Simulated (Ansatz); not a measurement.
Conformers of GeH5O2Si, SMILES `O[SiH][GeH2][OH]` radical, each relaxed with PBE0-D4/def2-TZVP in Ansatz. CBS adds the triple-zeta coupled-cluster correction to the MP2 limit.

Outer-core shells of Ge are correlated without core-valence functions. Scalar relativity is left out up to krypton. Spin–orbit coupling is left out.

Not all of them had a frequency check.

Conformer A:

```xyz
9

O     0.243   -2.381   -0.377
Si   -0.799   -1.144   -0.008
Ge    0.541    0.814    0.241
O    -0.611    1.999    0.933
H    -0.127   -3.158   -0.800
H    -1.824   -1.005   -1.094
H     1.117    1.396   -1.073
H     1.712    0.592    1.224
H    -0.251    2.888    0.955
```

Conformer B:

```xyz
9

O    -0.019   -1.868   -1.017
Si   -0.734   -0.440   -1.432
Ge   -0.146    0.981    0.402
O     1.335    0.023    0.799
H     0.756   -1.742   -0.453
H    -2.190   -0.700   -1.626
H    -1.053    1.009    1.656
H     0.265    2.432    0.073
H     1.786    0.305    1.597
```

Problem. Which is lowest in electronic energy at CCSD(T)/CBS (frozen core, def2 sets), and by how much? (An estimate is asked.)

Solution. Computed: B; A lies 8.0 kJ/mol higher.

Problem. Give the energies relative to B (kJ/mol) with r2SCAN-D4/def2-TZVPP, B3LYP-D4/def2-TZVPP, ωB97X-V/def2-TZVPP, B3LYP/def2-TZVPP, MP2/def2-TZVPP, CCSD(T)/def2-TZVPP, MP2/CBS(def2). (Estimate.)

Solution. Ansatz gave: 
```
               level     A
r2SCAN-D4/def2-TZVPP  10.5
 B3LYP-D4/def2-TZVPP   8.7
  ωB97X-V/def2-TZVPP   8.2
    B3LYP/def2-TZVPP   6.7
      MP2/def2-TZVPP   8.0
  CCSD(T)/def2-TZVPP   7.6
       MP2/CBS(def2)   8.4
```

B3LYP here is the variant with VWN-RPA as its local correlation; programs differ in this.
